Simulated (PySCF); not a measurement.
PySCF 2.14 output of a UHF calculation on a single atom or ion in aug-cc-pVDZ-DK (4s3p2d, 23 functions), with scalar relativity by spin-free X2C-1e:

```
SCF conv_tol = 1e-09
number electrons alpha = 5  beta = 4
cycle= 1 E= -99.4674732583555  delta_E= -0.00312  |g|= 0.0221  |ddm|= 0.0294
cycle= 2 E= -99.4676133335053  delta_E= -0.00014  |g|= 0.00475  |ddm|= 0.00678
cycle= 3 E= -99.467621072309  delta_E= -7.74e-06  |g|= 0.000332  |ddm|= 0.00248
cycle= 4 E= -99.4676211824495  delta_E= -1.1e-07  |g|= 0.000148  |ddm|= 0.000646
cycle= 5 E= -99.4676212023246  delta_E= -1.99e-08  |g|= 5.36e-05  |ddm|= 0.000339
cycle= 6 E= -99.4676212048391  delta_E= -2.51e-09  |g|= 1.05e-05  |ddm|= 0.000153
cycle= 7 E= -99.4676212049386  delta_E= -9.95e-11  |g|= 1.2e-06  |ddm|= 3.09e-05
converged SCF energy = -99.4676212049386  <S^2> = 0.75363337  2S+1 = 2.0036301
```

The run itself started from symmetry-adapted Hartree-Fock orbitals and held the occupation by maximum overlap, so the iterations belong to that start.

Problem. Which element, charge and spin multiplicity is this?

Solution. F (fluorine, neutral), multiplicity 2; the state was [He] 2s2 2p5, 2P determinant.
